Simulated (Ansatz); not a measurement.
C3H10BN can be A, `CB(C)CN`, or B, `CC(C)BN`.

Gas-phase electronic energies from Ansatz, PBE0-D4/def2-TZVP geometries. CCSD(T)/CBS is the MP2 limit (def2-TZVPP, def2-QZVPP) plus CCSD(T) − MP2 in def2-TZVPP, frozen cores. Functionals use def2-TZVPP. B3LYP here is the variant with VWN-RPA as its local correlation; programs differ in this. One conformer a species, not always the lowest.

Q: Which isomer does CCSD(T)/CBS put lower? Give the gap. (An estimate is asked.)

A: Ansatz gave: B, by 116.0 kJ/mol.

Q: Give E(B) − E(A) in kJ/mol with HF/def2-TZVPP, BLYP-D4, MP2/def2-TZVPP, B3LYP, B3LYP-D4, PBE0-D4, r2SCAN-D4. (An estimate is asked.)

A: Computed: HF/def2-TZVPP -115.2, BLYP-D4 -111.9, MP2/def2-TZVPP -122.0, B3LYP -112.4, B3LYP-D4 -112.7, PBE0-D4 -109.5, r2SCAN-D4 -108.5. None reverses the order clearly.

Q: Does the order hold for the free energy at 298.15 K (harmonic terms from PBE0-D4)? (An estimate is asked.)

A: The calculation gave: Yes: G(B) − G(A) = -105.4 kJ/mol, for one conformer each. Modes under 60 cm⁻¹, often nearly free rotors, make the harmonic entropy too high.

Largest T1 diagnostic: 0.010.

At CCSD(T), def2-SVP lies −18.8 kJ/mol from the extrapolated value and def2-TZVPP −2.4 kJ/mol. Leaving LDA and LC-ωPBE aside and taking each functional with its dispersion term where it has one, the values, not all of them listed here, spread over 11.5 kJ/mol, from B2PLYP to B97M-V. LDA lies −3.1 kJ/mol from PBE without D4.
